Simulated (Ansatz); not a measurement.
Coupled-cluster diagnostics for ReO₃, Ansatz.

Geometry of the doublet (r2SCAN-D4/def2-TZVP):

```tsv
atom	x (Å)	y (Å)	z (Å)
Re1	0.139	-0.525	-0.235
O2	-0.038	0.554	1.320
O3	-1.246	0.567	0.515
O4	1.144	-0.596	-1.599
```

In the def2 sets Re takes a core potential; there is no spin–orbit coupling. Correlated methods freeze 3 core orbitals; core or outer-core shells of Re are correlated, in sets that lack core-valence functions. The structure holds one bond between oxygen atoms, so isomers without such links may lie far lower. Another isomer (quartet) lies 0.53 eV lower at PBE0-D4/def2-TZVP; other spin states weren't run for this one.

Estimate the CCSD(T) correlation energy, the shares of MP2 and (T), T1 and the reference's ⟨S²⟩ for: charge 0, doublet, own geometry in def2-TZVPP; and the rough time on 4 threads of Arm Neoverse V1 on a shared host.


| state | basis | correlation (eV) | MP2 share (%) | (T) share (%) | T1 | ⟨S²⟩ (pure) | wall time | remarks |
| --- | --- | --- | --- | --- | --- | --- | --- | --- |
| charge 0, doublet, own geometry | def2-TZVPP | -33.455 | 97.7 | 5.8 | 0.060 | 1.72 (0.75) | 3.9 min | flagged by the program, large T1, spin-contaminated |
Customary marks for T1 are 0.02 (closed shells), 0.045 (open shells) and about 0.05 (3d metals). T1 exceeds 0.02 in 1 of 1 rows and 0.045 in 1; the higher it lies, the less the single-reference result can be trusted.
